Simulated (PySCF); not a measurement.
# How methods differ on the ionisation energy of S+

S+ [Ne] 3s2 3p3 (4S) → S(2+) [Ne] 3s2 3p2 (3P), as a difference of total energies. Calculation: PySCF 2.14, in cc-pVTZ-DK; the spin-free X2C one-electron Hamiltonian (Gaussian nucleus). Correlated levels: valence: [Ne] frozen. The calculations carry no spin-orbit coupling.

| method | ionisation energy (eV) | difference from reference (eV) |
| --- | --- | --- |
| UHF | 22.713 | -0.625 |
| MN15 | 23.356 | +0.018 |
| M06-2X | 23.172 | -0.166 |
| MP2 (valence) | 23.324 | -0.014 |
| SCS-MP2 (valence) | 23.138 | -0.200 |
| CCSD (valence) | 23.259 | -0.079 |
| CCSD(T) (valence) | 23.295 | -0.043 |

Reference: 23.338 eV (measured; NIST Atomic Spectra Database, ionization energies).

The reference lies between the lowest fine-structure levels, while these numbers refer to the centres of the terms.

Errors of the correlated levels include the incompleteness of this basis and the frozen core.
